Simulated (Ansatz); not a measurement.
Computed with Ansatz on PBE0-D4/def2-TZVP structures; ΔE is electronic, products minus reactants. CCSD(T)/CBS adds triple-zeta CCSD(T) − MP2 to the extrapolated MP2 energy (def2 sets, frozen cores). DFT in def2-TZVPP. One conformer a species, not always the lowest.

Reaction (formal exchange of groups at a B–C bond): `BCSCF` + `C[SiH2]F` → `BC[SiH2]F` + `CSCF`

`BCSCF`:

Cartesian coordinates in Å:
```
B 0.304 1.716 1.344
C 0.180 0.333 0.653
S 0.058 0.387 -1.141
C -0.245 -1.328 -1.497
F -1.504 -1.744 -1.110
H 0.091 2.739 0.764
H 0.577 1.743 2.508
H 0.970 -0.354 0.977
H -0.757 -0.078 1.067
H 0.481 -1.964 -0.985
H -0.156 -1.450 -2.579
```

`C[SiH2]F`:

Cartesian coordinates in Å:
```
C 0.688 0.322 -0.626
Si -0.636 -0.264 0.530
F 0.024 -1.162 1.684
H 1.203 -0.521 -1.092
H 0.250 0.933 -1.420
H 1.428 0.929 -0.100
H -1.322 0.873 1.195
H -1.635 -1.110 -0.170
```

`BC[SiH2]F`:

```xyz
10

B    -0.135    1.199    1.027
C    -0.549    0.465   -0.259
Si    0.451   -1.097   -0.505
F    -0.042   -1.782   -1.866
H     0.750    2.006    1.011
H    -0.654    0.939    2.074
H    -0.357    1.039   -1.172
H    -1.585    0.107   -0.245
H     0.224   -2.071    0.589
H     1.896   -0.806   -0.654
```

`CSCF`:

```xyz
9

C     0.110   -1.340    0.289
S     0.353   -0.235   -1.110
C    -0.038    1.320   -0.343
F    -1.385    1.471   -0.078
H     0.797   -1.100    1.102
H    -0.921   -1.297    0.640
H     0.321   -2.349   -0.064
H     0.268    2.103   -1.040
H     0.496    1.427    0.604
```

**Question.** Is it downhill or uphill in electronic energy at CCSD(T)/CBS, and by how much? (Estimate.)

**Answer.** Ansatz gave: Downhill: ΔE = -0.13 eV.

**Question.** What do these levels give: PBE-D4, PBE0-D4, ωB97M-V, MP2/def2-TZVPP, CCSD/def2-TZVPP, CCSD(T)/def2-TZVPP? (Best estimate.)

**Answer.** Computed: PBE-D4 -0.14, PBE0-D4 -0.13, ωB97M-V -0.12, MP2/def2-TZVPP -0.13, CCSD/def2-TZVPP -0.13, CCSD(T)/def2-TZVPP -0.13 eV.

Largest T1 diagnostic among the species: 0.011.

In def2-TZVPP, CCSD(T) changes the Hartree–Fock value by −0.03 eV (the triples alone add −0.01 eV) and MP2 by −0.04 eV.
